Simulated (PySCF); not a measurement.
C₄H₁₃NO₂Si.
Z-matrix (Å and degrees, GFN2-xTB geometry), rows numbered from 1:
```
C 
O   1  1.3980
Si  2  1.6360  1  126.31
N   3  1.7273  2  109.88  1   -59.05
O   3  1.6326  2  103.16  1  -179.16
C   3  1.9124  2  111.95  1    60.44
C   6  1.5299  3  110.93  2    58.56
C   6  1.5276  3  112.56  2  -178.22
H   1  1.0906  2  107.80  3   177.88
H   1  1.0914  2  110.73  3    58.05
H   1  1.0922  2  110.84  3   -62.57
H   4  1.0087  3  116.71  2   -46.72
H   4  1.0064  3  117.69  2  -179.38
H   5  0.9538  3  118.92  2   -33.49
H   6  1.0951  3  108.87  2   -59.51
H   7  1.0882  6  110.99  3   -55.90
H   7  1.0898  6  110.72  3  -176.30
H   7  1.0884  6  110.28  3    64.10
H   8  1.0876  6  110.38  3   -57.60
H   8  1.0897  6  110.63  3  -177.60
H   8  1.0868  6  110.61  3    62.34
```

Computed at PBE0/pcSseg-1 (PySCF, non-relativistic), with Q(17O) = −0.0256 b, Q(14N) = 0.02044 b: O2, 17O (I = 5/2): χzz = -10.38 MHz, η = 0.366; N4, 14N (I = 1): χzz = -4.320 MHz, η = 0.380; O5, 17O (I = 5/2): χzz = -9.124 MHz, η = 0.447.

Task: Find the zero-field quadrupole resonance frequencies of 17O at O2.

Result: From the eigenvalues of H = χ/[4I(2I − 1)] × [3Iz² − I(I + 1) + η(Ix² − Iy²)], steps between neighbouring levels, labelled as for η = 0: ±1/2↔±3/2 1.770 MHz, ±3/2↔±5/2 3.038 MHz (silyl ether oxygen).

Task: Find the zero-field quadrupole resonance frequencies of 14N at N4.

Result: From ν± = (3/4)|χ|(1 ± η/3) and ν0 = |χ|η/2: ν+ 3.651 MHz, ν− 2.830 MHz, ν0 0.821 MHz (silicon-bound nitrogen).

Task: Where would the pure quadrupole (NQR) lines of 17O at O5 fall for the rigid, isolated species?

Result: From the eigenvalues of H = χ/[4I(2I − 1)] × [3Iz² − I(I + 1) + η(Ix² − Iy²)], steps between neighbouring levels, labelled as for η = 0: ±1/2↔±3/2 1.639 MHz, ±3/2↔±5/2 2.640 MHz (silanol oxygen).

In a crystal, neighbours and librations shift these lines. GFN2-xTB bond lengths can be off by several hundredths of an ångström, more for odd bonds, and the gradients follow them. The small basis limits the accuracy of the gradients.

One conformer stands for the species.
